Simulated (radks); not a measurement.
The numbers below are computed, except where a source is named.
Orbital eigenvalues (eV) of the titanium ion Ti2+, [Ar] 3d2, at several levels of relativity; Dirac values are averaged over j with weights 2j + 1. Spin-unpolarised spherical Kohn-Sham, BLYP, point nucleus unless stated (finite: rms radius 3.5921 fm), a radial shooting solver on a logarithmic mesh with Libxc functionals. A level marked "c x" has the speed of light scaled by that factor and shares open shells by 2j + 1; other Dirac levels either fill j = l - 1/2 first or share by 2j + 1.

shell       non-rel.  scalar-rel., finite nucleus  Dirac, c x 3  Dirac, c x 5  change of magnitude, last against first (%)
1s           -4854.8                      -4887.2       -4858.3       -4856.1                                        +0.03
2s           -546.83                      -552.91       -547.49       -547.07                                        +0.04
2p           -459.60                      -460.47       -459.68       -459.63                                        +0.01
3s           -77.499                      -78.379       -77.594       -77.533                                        +0.04
3p           -54.531                      -54.657       -54.544       -54.536                                        +0.01
3d           -19.815                      -19.692       -19.801       -19.810                                        -0.02
4s (empty)   -17.026                      -17.146       -17.039       -17.031                                        +0.03
4p (empty)   -12.616                      -12.642       -12.619       -12.617                                        +0.01
